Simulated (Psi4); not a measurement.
C$_{2}$H$_{3}$O$_{2}$ (SMILES [CH2]C(=O)O), doublet (typed; the unrestricted solution is spin-contaminated), at a GFN2-xTB geometry; Psi4 with CCSD(T)/STO-3G.

Psi4 was given this input:
```
memory 2 GB

molecule mol {
0 2
  C    -1.361178   -0.269750    0.132379
  C     0.005792    0.107460   -0.009385
  O     0.412033    1.249895   -0.137014
  O     0.851813   -0.947059    0.009755
  H    -1.623840   -1.305168    0.239524
  H    -2.118218    0.491145    0.130413
  H     1.763606   -0.634929   -0.089827
}

set basis sto-3g
set reference uhf

energy('ccsd(t)')
print_variables()
```

Output, abridged:

```
   => Loading Basis Set <=

    Name: STO-3G
    Role: ORBITAL
    Keyword: BASIS

         ---------------------------------------------------------
                                   SCF
               by Justin Turney, Rob Parrish, Andy Simmonett
                          and Daniel G. A. Smith
                              UHF Reference
         ---------------------------------------------------------

  ==> Geometry <==

    Molecular point group: c1
    Full point group: C1

    Geometry (in Angstrom), charge = 0, multiplicity = 2:

       Center              X                  Y                   Z               Mass
    ------------   -----------------  -----------------  -----------------  -----------------
         C           -1.394332276542    -0.294084612064     0.137077380694    12.000000000000
         C           -0.027362276542     0.083125387936    -0.004686619306    12.000000000000
         O            0.378878723458     1.225560387936    -0.132315619306    15.994914619570
         O            0.818658723458    -0.971393612064     0.014453380694    15.994914619570
         H           -1.656994276542    -1.329502612064     0.244222380694     1.007825032230
         H           -2.151372276542     0.466810387936     0.135111380694     1.007825032230
         H            1.730451723458    -0.659263612064    -0.085128619306     1.007825032230

  Running in c1 symmetry.

  Rotational constants: A =      0.39233  B =      0.35785  C =      0.18715 [cm^-1]
  Rotational constants: A =  11761.69760  B =  10728.04792  C =   5610.55950 [MHz]
  Nuclear repulsion =  113.961211320703271

  Charge       = 0
  Multiplicity = 2
  Electrons    = 31
  Nalpha       = 16
  Nbeta        = 15

  ==> Algorithm <==

  SCF Algorithm Type is PK.
  DIIS enabled.
  MOM disabled.
  Fractional occupation disabled.
  Guess Type is SAD.
  Energy threshold   = 1.00e-08
  Density threshold  = 1.00e-08
  Integral threshold = 1.00e-12

  ==> Primary Basis <==

  Basis Set: STO-3G
    Blend: STO-3G
    Number of shells: 15
    Number of basis functions: 23
    Number of Cartesian functions: 23
    Spherical Harmonics?: true
    Max angular momentum: 1

  ==> Integral Setup <==

  Using in-core PK algorithm.
   Calculation information:
      Number of atoms:                   7
      Number of AO shells:              15
      Number of primitives:             45
      Number of atomic orbitals:        23
      Number of basis functions:        23

      Integral cutoff                 1.00e-12
      Number of threads:                 1

  Performing in-core PK
  Using 76452 doubles for integral storage.
  We computed 6898 shell quartets total.
  Whereas there are 7260 unique shell quartets.

  ==> DiskJK: Disk-Based J/K Matrices <==

    J tasked:                  Yes
    K tasked:                  Yes
    wK tasked:                  No
    Schwarz Cutoff:          1E-12

  Minimum eigenvalue in the overlap matrix is 2.1977074516E-01.
  Reciprocal condition number of the overlap matrix is 1.0133106280E-01.
    Using symmetric orthogonalization.

  ==> Pre-Iterations <==

  SCF Guess: Superposition of Atomic Densities via on-the-fly atomic UHF (no occupation information).

   -------------------------
    Irrep   Nso     Nmo
   -------------------------
     A         23      23
   -------------------------
    Total      23      23
   -------------------------

  ==> Iterations <==

                        Total Energy        Delta E     RMS |[F,P]|

   @UHF iter SAD:  -221.71859239212097   -2.21719e+02   0.00000e+00
   @UHF iter   1:  -223.97868710815271   -2.26009e+00   2.10116e-02 DIIS/ADIIS
   @UHF iter   2:  -224.10842618764008   -1.29739e-01   1.38534e-02 DIIS/ADIIS
   @UHF iter   3:  -224.16194904519449   -5.35229e-02   2.77020e-03 DIIS/ADIIS
   @UHF iter   4:  -224.16848519981716   -6.53615e-03   1.74877e-03 DIIS/ADIIS
   @UHF iter   5:  -224.17282066493735   -4.33547e-03   1.30382e-03 DIIS/ADIIS
   @UHF iter   6:  -224.17672286650810   -3.90220e-03   1.12790e-03 DIIS/ADIIS
   @UHF iter   7:  -224.18252835226335   -5.80549e-03   2.76986e-04 DIIS/ADIIS
   @UHF iter   8:  -224.18237850228593    1.49850e-04   2.89908e-04 DIIS/ADIIS
   @UHF iter   9:  -224.18259280602234   -2.14304e-04   7.93849e-05 DIIS
   @UHF iter  10:  -224.18259344806131   -6.42039e-07   6.70631e-05 DIIS
   @UHF iter  11:  -224.18260475906769   -1.13110e-05   6.44594e-06 DIIS
   @UHF iter  12:  -224.18260484450727   -8.54396e-08   1.06571e-06 DIIS
   @UHF iter  13:  -224.18260484418101    3.26253e-10   8.36530e-07 DIIS
   @UHF iter  14:  -224.18260484558698   -1.40597e-09   2.48729e-07 DIIS
   @UHF iter  15:  -224.18260484571539   -1.28409e-10   6.08561e-08 DIIS
   @UHF iter  16:  -224.18260484570794    7.44649e-12   7.47137e-08 DIIS
   @UHF iter  17:  -224.18260484572102   -1.30740e-11   7.68160e-09 DIIS
  Energy and wave function converged.

  ==> Post-Iterations <==

   @Spin Contamination Metric:   2.669276023E-01
   @S^2 Expected:                7.500000000E-01
   @S^2 Observed:                1.016927602E+00
   @S   Expected:                5.000000000E-01
   @S   Observed:                5.000000000E-01

    Orbital Energies [Eh]
    ---------------------

    Alpha Occupied:

[...]
      16A     -0.359777

    Alpha Virtual:

[...]
      23A      1.032093

    Beta Occupied:

[...]
    Beta Virtual:

[...]
    Final Occupation by Irrep:
              A
    DOCC [    15 ]
    SOCC [     1 ]
    NA   [    16 ]
    NB   [    15 ]

  @UHF Final Energy:  -224.18260484572102

   => Energetics <=

    Nuclear Repulsion Energy =            113.9612113207032706
    One-Electron Energy =                -534.6408505202048218
    Two-Electron Energy =                 196.4970343537805206
    Total Energy =                       -224.1826048457210163

  UHF NO Occupations:
  HONO-2 :   14  A 1.9963966
  HONO-1 :   15  A 1.8651060
  HONO-0 :   16  A 1.0000000
  LUNO+0 :   17  A 0.1348940
  LUNO+1 :   18  A 0.0036034
[...]
     5        -0.207988770804051    6.498e-03    0.042934    0.000000    0.000000    0.000000
     6        -0.208234571818221    2.915e-03    0.043579    0.000000    0.000000    0.000000
     7        -0.208262271450872    1.495e-03    0.043778    0.000000    0.000000    0.000000
     8        -0.208299255597374    8.569e-04    0.043906    0.000000    0.000000    0.000000
     9        -0.208291638065796    5.038e-04    0.044031    0.000000    0.000000    0.000000
    10        -0.208283448355101    1.888e-04    0.044049    0.000000    0.000000    0.000000
    11        -0.208279894388643    6.517e-05    0.044053    0.000000    0.000000    0.000000
    12        -0.208282232378519    2.190e-05    0.044053    0.000000    0.000000    0.000000
    13        -0.208283712175444    9.505e-06    0.044054    0.000000    0.000000    0.000000
    14        -0.208284436100667    3.975e-06    0.044055    0.000000    0.000000    0.000000
    15        -0.208284652827241    1.884e-06    0.044055    0.000000    0.000000    0.000000
    16        -0.208284725752087    9.712e-07    0.044055    0.000000    0.000000    0.000000
    17        -0.208284731808496    3.433e-07    0.044055    0.000000    0.000000    0.000000
    18        -0.208284743383429    1.427e-07    0.044055    0.000000    0.000000    0.000000
    19        -0.208284743239002    8.229e-08    0.044055    0.000000    0.000000    0.000000

    Iterations converged.

    Largest TIA Amplitudes:
             10   0        -0.1396298035
             13   0         0.0525459018
             14   5         0.0175880169
             12   1        -0.0157476904
              9   5         0.0150794834
             14   2         0.0128888223
             14   1        -0.0116041630
             14   3        -0.0112402449
              7   4         0.0104786627
              9   4        -0.0097185249

    Largest Tia Amplitudes:
             14   1         0.1436946935
             14   0        -0.1072094792
             10   1         0.0418967764
             13   6         0.0202678951
             13   3         0.0157367844
             13   2        -0.0156536845
             10   0        -0.0119202493
             12   2        -0.0113998010
             13   4        -0.0095005370
             12   6         0.0088077776

    Largest TIJAB Amplitudes:
     14  13   5   0        -0.0175854470
     13  12   4   0         0.0140281901
     14  13   1   0         0.0135038713
     10   9   5   0        -0.0133147587
     12  10   6   0        -0.0132530956
     15  14   4   0         0.0122050709
     15  12   5   0         0.0113177969
     14  13   4   0         0.0112549795
     10   8   6   0         0.0110100817
     15  14   1   0         0.0101448756

    Largest Tijab Amplitudes:
     14  13   6   0         0.0234051641
     14  13   2   1         0.0211396429
     14  12   5   0        -0.0190185471
     14  13   2   0        -0.0189002856
     14  12   7   1         0.0159763982
     14  13   3   0         0.0152088762
     14  12   7   0        -0.0150920200
     14  13   6   1        -0.0143788508
     14  13   4   1         0.0129817270
     14  12   5   1         0.0128441041

    Largest TIjAb Amplitudes:
     13  14   0   0        -0.1045878682
     10  14   0   1        -0.0900416898
     10  14   0   0         0.0720458846
     15  14   0   0        -0.0715715073
     10  10   0   1        -0.0671642382
     13  14   0   1         0.0557595229
     15  10   0   0        -0.0473754045
     13  10   0   0        -0.0456347161
     10  10   0   0         0.0416300212
     15   6   2   0        -0.0308725834

    SCF energy       (wfn)                    = -224.182604845721016
    Reference energy (file100)                = -224.182604845721016

    Opposite-spin MP2 correlation energy      =   -0.122552779634820
    Same-spin MP2 correlation energy          =   -0.028206426805756
    Singles MP2 correlation energy            =   -0.000000000000000
    MP2 correlation energy                    =   -0.150759206440577
      * MP2 total energy                      = -224.333364052161585

    Opposite-spin CCSD correlation energy     =   -0.179309162204284
    Same-spin CCSD correlation energy         =   -0.028975581034719
    Singles CCSD correlation energy           =   -0.000000000000000
    CCSD correlation energy                   =   -0.208284743239002
      * CCSD total energy                     = -224.390889588960022

            **************************
            *                        *
            *        CCTRIPLES       *
            *                        *
            **************************

    Wave function   =    CCSD_T
    Reference wfn   =      UHF

    Nuclear Rep. energy (wfn)                =  113.961211320703271
    SCF energy          (wfn)                = -224.182604845721016
    Reference energy    (file100)            = -224.182604845721016
    CCSD energy         (file100)            =   -0.208284743239002
    Total CCSD energy   (file100)            = -224.390889588960022

    Number of ijk index combinations:
    Spin Case AAA:                                 560
    Spin Case BBB:                                 455
    Spin Case AAB:                                1800
    Spin Case ABB:                                1680
    AAA (T) energy                             =   -0.000078004360342
    BBB (T) energy                             =   -0.000105032809378
    AAB (T) energy                             =   -0.002212059322024
    ABB (T) energy                             =   -0.002471736334466
    (T) energy                                   =   -0.004866832826210
      * CCSD(T) total energy                     = -224.395756421786217

  Variable Map:
  ----------------------------------------------------------------------------
[...]
  Array Variable Map:
  ----------------------------------------------------------------------------
[...]
[...]
```
